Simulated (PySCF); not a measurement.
# Radial density of He (helium, neutral)

UHF, 1s1 2p1, high-spin 3P determinant (an excited configuration). Computed with PySCF 2.14 in dyall-av2z (7s2p, 13 functions), with the non-relativistic Hamiltonian (point nucleus).

```csv
r (bohr),4πr²ρ (e/bohr),4πr²(ρα − ρβ)
0.0105,0.003018,0.0030
0.0176,0.008446,0.0084
0.0296,0.02320,0.0232
0.0497,0.06109,0.0611
0.0837,0.1499,0.1499
0.141,0.3392,0.3392
0.237,0.6546,0.6546
0.398,0.9899,0.9899
0.670,1.024,1.0238
1.13,0.7849,0.7849
1.89,0.6841,0.6841
3.19,0.1081,0.1081
5.36,1.734e-05,0.0000
```

The outer electron is Rydberg-like, and this basis confines it to a smaller radius and binds it less than a complete one would. At UHF the highest occupied level has a positive energy, so only the finite basis holds that electron; for this excited configuration the basis is too tight for the outer shell.
